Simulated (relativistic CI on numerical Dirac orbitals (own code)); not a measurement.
## Hyperfine structure of Fe XV, mass number 57

Method of calculation: Dirac-Coulomb-Breit CI, separate exchange-only KLI orbitals for each configuration, a model potential for QED, unscaled Slater integrals (own radial code, finite nucleus).

Configurations in the expansion (outside the closed core [Ne]): 3s², 3s3p, 3p², 3s3d, 3d², 3p3d, 3p4s, 3s4s, 3d4s, 3s4p, 3s4d, 3s4f, 3s5s, 3s5p, 3s5d, 4s². Levels of other configurations are missing.

Nuclear spin I = 1/2, μ = 0.09064 μN (tables of Stone and Pyykkö). The electronic factors are computed for point nuclear moments, without core polarisation or the Bohr-Weisskopf and QED corrections.

```json
{"Level": "3s3p ³P°1", "E (cm⁻¹)": "238392", "A (MHz)": "6864"}
{"Level": "3s3p ³P°2", "E (cm⁻¹)": "252448", "A (MHz)": "4781"}
{"Level": "3s3p ¹P°1", "E (cm⁻¹)": "356483", "A (MHz)": "662.6"}
{"Level": "3p² ¹D2", "E (cm⁻¹)": "559630", "A (MHz)": "1627"}
{"Level": "3p² ³P1", "E (cm⁻¹)": "565922", "A (MHz)": "-67.04"}
{"Level": "3p² ³P2", "E (cm⁻¹)": "582772", "A (MHz)": "832.8"}
{"Level": "3s3d ³D1", "E (cm⁻¹)": "681956", "A (MHz)": "-3637"}
{"Level": "3s3d ³D2", "E (cm⁻¹)": "682947", "A (MHz)": "1653"}
```

Levels with J = 0, under 50 % of one LS term, or S terms without an open s electron are left out. Small factors come from cancelling terms and can be off by tens of per cent or more.

At this charge energies of transitions that change n are usually good to better than 1 %, and those within a shell (Δn = 0) to a few per cent.

(1) Give the hyperfine levels of 3s3p ³P°1 relative to its centre of gravity.

## Answers

(1) With K = F(F + 1) − I(I + 1) − J(J + 1), E = AK/2: F = 1/2: -6864, F = 3/2: 3432 MHz.

LS names give the leading component of a level, which can be under half, so a name can repeat, a term be missing and a line seem to break the LS rules.
